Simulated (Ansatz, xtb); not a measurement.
## Two isomers of C4H3ClF2O

We compare a, `FC1=C(Cl)C[C@H](F)O1`, a singlet, with b, `F[C@@H]1C=C(Cl)[C@H](F)O1`, a singlet. Both are isolated molecules in the gas phase, relaxed with B3LYP/def2-SVP; the shapes shown needn't be the lowest conformers.

a (Å):

```tsv
atom	x (Å)	y (Å)	z (Å)
C	-1.0021	0.2995	-0.8693
C	-0.4218	1.2141	-1.6550
C	0.5572	1.9820	-0.8067
C	0.5808	1.1169	0.4686
Cl	-0.7510	1.5280	-3.3158
F	-1.9367	-0.5748	-1.1319
F	1.6906	0.3192	0.4783
O	-0.5643	0.2802	0.4161
H	0.2150	3.0113	-0.6023
H	1.5709	2.0330	-1.2329
H	0.5517	1.6676	1.4197
```

b (Å):

```xyz
11

C    -1.3806   -0.6865   -1.0346
C    -1.2137    0.8062   -0.9309
C     0.0381    1.0509   -0.5435
C     0.7911   -0.2530   -0.3733
Cl    0.8225    2.5588   -0.3081
F    -1.5934   -1.0605   -2.3379
F     1.7822   -0.3573   -1.3123
O    -0.1821   -1.2347   -0.5500
H    -2.2147   -1.1027   -0.4445
H    -1.9914    1.5247   -1.1854
H     1.2656   -0.3805    0.6142
```

Q: Estimate which is lower in electronic energy at CCSD(T)/def2-SVP + ΔMP2/def2-TZVPP, and by roughly how much.

A: The CCSD(T)/def2-SVP + ΔMP2/def2-TZVPP calculation puts structure b lower, by 5.7 kcal/mol.

The same difference at several levels:

```tsv
level	geometry	E(b) − E(a) (kcal/mol)	departure from the last row (kcal/mol)	job, with rough time for the two
GFN2-xTB	GFN2-xTB	+2.7	+8.5	optimisation, 0.17 s
HF/STO-3G	GFN2-xTB	+9.1	+14.8	single point, 0.41 s
r2SCAN-D4/def2-SVP	GFN2-xTB	−2.6	+3.1	single point, 3.8 s
B3LYP/def2-SVP	B3LYP/def2-SVP	−3.1	+2.6	optimisation, 33 s
HF/def2-SVP	B3LYP/def2-SVP	−6.4	−0.6	part of the CCSD(T) run
MP2/def2-SVP	B3LYP/def2-SVP	−3.8	+2.0	part of the CCSD(T) run
CCSD(T)/def2-SVP	B3LYP/def2-SVP	−4.4	+1.3	single point
CCSD(T)/def2-SVP + ΔMP2/def2-TZVPP	B3LYP/def2-SVP	−5.7		single point, 68 s
```

As drawn, both hold the same kinds of bond in the same numbers.

GFN2-xTB, HF/STO-3G put the two in the other order. The largest departure from CCSD(T)/def2-SVP + ΔMP2/def2-TZVPP is that of HF/STO-3G, 14.8 kcal/mol. The last row adds to CCSD(T) the change of the MP2 difference between the two basis sets, here −1.3 kcal/mol.

With thermal terms from frequencies at re-optimised GFN2-xTB minima (ideal gas, soft modes damped towards free rotors, one conformer each, 298.15 K, 1 atm): the zero-point term adds −0.4 kcal/mol; ΔH is −6.2 and ΔG −6.1 kcal/mol.

The correlated steps freeze 12 core orbitals. Run with Ansatz 0.2.0, xtb 6.7.1; the last row on 4 threads of Arm Neoverse V1 on a shared host.
